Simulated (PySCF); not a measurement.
Ionisation energy of Se by level of theory

Se [Ar] 3d10 4s2 4p4 (3P) → Se+ [Ar] 3d10 4s2 4p3 (4S), as a difference of total energies. All numbers are calculated (PySCF 2.14, a scalar-relativistic core potential, in aug-cc-pwCVTZ-PP with ECP10MDF). Correlated levels: valence: 3s2 3p6 3d10 frozen; valence and next inner shell: nothing frozen outside the core potential. The calculations carry no spin-orbit coupling.

```json
{"method": "UHF", "ionisation energy (eV)": "8.547"}
{"method": "LDA", "ionisation energy (eV)": "9.855"}
{"method": "PBE", "ionisation energy (eV)": "9.615"}
{"method": "PBE0", "ionisation energy (eV)": "9.608"}
{"method": "r2SCAN", "ionisation energy (eV)": "9.662"}
{"method": "wB97X-V", "ionisation energy (eV)": "9.754"}
{"method": "r2SCAN0", "ionisation energy (eV)": "9.646"}
{"method": "wB97X", "ionisation energy (eV)": "9.777"}
{"method": "HSE06", "ionisation energy (eV)": "9.657"}
{"method": "MP2 (valence)", "ionisation energy (eV)": "9.264"}
{"method": "SCS-MP2 (valence)", "ionisation energy (eV)": "9.334"}
{"method": "MP2 (valence and next inner shell)", "ionisation energy (eV)": "9.328"}
{"method": "SCS-MP2 (valence and next inner shell)", "ionisation energy (eV)": "9.375"}
```

Problem. How much does correlation contribute at MP2 (valence and next inner shell)?

Solution. 9.328 − (8.547) = 0.781 eV, measured against UHF.

Errors of the correlated levels include the incompleteness of this basis and the frozen core.

For comparison: 9.635 eV (measured; NIST levels, between the centres of gravity of the two terms).
